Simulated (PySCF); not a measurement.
Dipole response of I+ (iodine, charge +1)

[Kr] 4d10 5s2 5p4, high-spin 3P determinant. Computed with PySCF 2.14 in aug-cc-pV5Z-PP with ECP28MDF (8s8p6d4f3g2h, 139 functions), with scalar relativity through the core potential. Coupled (time-dependent) response in atomic units; α is the mean over directions.

```csv
method,mean α (bohr³),"α xx, yy, zz",C₆ (like pair),S(−4)
UHF,20.11,"19.75, 20.82, 19.75",172.7,73.19
PBE,20.65,"20.06, 21.84, 20.06",177.7,80.90
```

S(−4) is the Cauchy moment in α(ω) = α(0) + S(−4) ω² + …

Spin-orbit coupling is absent.

α(iu) at PBE:

```
u (hartree)  α(iu) (bohr³)
          0          20.65
     0.0500          20.45
      0.100          19.88
      0.200          17.92
      0.300          15.49
      0.500          11.04
      0.750          7.341
       1.00          5.174
       1.50          3.015
       2.00          2.029
       3.00          1.150
       5.00         0.5375
```

A single London oscillator, α(iu) = α/(1 + u²/ω²), gives C₆ = (3/4) ω α². Matching the computed C₆ needs ω = 4 × 177.7 / (3 × 20.65²) = 0.556 hartree.

For an ion, C₆ is the dispersion term alone; charge-induced terms of lower order in 1/R come first.

The components differ because the open shell of this determinant is not spherical; for a pure term their mean is the scalar polarisability.

Energies and moments cover only the electrons outside the core potential.
